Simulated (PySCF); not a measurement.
Two species compared at the same levels of theory.

First species: C4H6N2S2.
InChI=1S/C4H6N2S2/c1-3-5-6-4(7-2)8-3/h1-2H3

Second species: C7H3ClOS.
SMILES: `C(=O)(Cl)c1scc(C#C)c1`

Levels: PBE0/def2-SVPD for dipole moment, HOMO energy, LUMO energy, HOMO–LUMO gap, static isotropic polarisability and electronic spatial extent ⟨r²⟩ about the centre of nuclear charge; TDDFT PBE0/def2-SVPD for lowest singlet excitation; TDA PBE0/def2-SVPD for lowest triplet excitation (Tamm–Dancoff); GFN2-xTB for rotational constant A and rotational constant C. Geometries: GFN2-xTB. Each species is one conformer at its optimised geometry, gas phase, non-relativistic unless stated; the electronic structure was computed with PySCF and density fitting.

Dipoles, sizes and rotational constants follow the conformer. The torsions of the flexible species, by atom-mapped SMILES:
- `[CH3:1][S:2][c:3]1[n:4][n:5][c:6]([CH3:7])[s:8]1`: C1–S2–C3–N4 0°
- `[CH:1]#[C:2][c:3]1[cH:4][s:5][c:6]([C:7](=[O:8])[Cl:9])[cH:10]1`: S5–C6–C7–O8 0°

Values for the first species:

- Dipole moment: 1.27 D
- HOMO energy: -6.67 eV
- LUMO energy: -1.07 eV
- HOMO–LUMO gap: 5.60 eV
- Lowest singlet excitation: 4.80 eV
- Lowest triplet excitation (Tamm–Dancoff): 3.57 eV
- Static isotropic polarisability: 102.5 au
- Electronic spatial extent ⟨r²⟩ about the centre of nuclear charge: 1473 bohr²
- Rotational constant A: 4.028 GHz
- Rotational constant C: 0.758 GHz

(1) Estimate the same properties for the second species, and the change in each.

## Answers

(1) 
| property | first | second | second less first |
| --- | --- | --- | --- |
| dipole moment | 1.27 D | 3.98 D | +2.71 D |
| HOMO energy | -6.67 eV | -7.44 eV | -0.77 eV |
| LUMO energy | -1.07 eV | -2.64 eV | -1.57 eV |
| HOMO–LUMO gap | 5.60 eV | 4.80 eV | -0.80 eV |
| lowest singlet excitation | 4.80 eV | 4.10 eV | -0.70 eV |
| lowest triplet excitation (Tamm–Dancoff) | 3.57 eV | 2.98 eV | -0.59 eV |
| static isotropic polarisability | 102.5 au | 121.0 au | +18.5 au |
| electronic spatial extent ⟨r²⟩ about the centre of nuclear charge | 1473 bohr² | 2129 bohr² | +656 bohr² |
| rotational constant A | 4.028 GHz | 1.741 GHz | -2.287 GHz |
| rotational constant C | 0.758 GHz | 0.472 GHz | -0.286 GHz |

On the first: The dipole equals about 4.2 × 10⁻³⁰ C·m (1 D = 3.33564 × 10⁻³⁰ C·m). The vertical singlet–triplet gap S1 − T1 is 1.23 eV (TDDFT singlet less Tamm–Dancoff triplet; S1: HOMO−1→LUMO, weight 0.99; T1: HOMO→LUMO, weight 0.92).

On the second: S1 lies 0.70 eV below the HOMO–LUMO gap; its leading configuration is HOMO→LUMO, weight 0.95. In atomic units the dipole is 1.56 e·bohr (1 au = 2.5417 D).
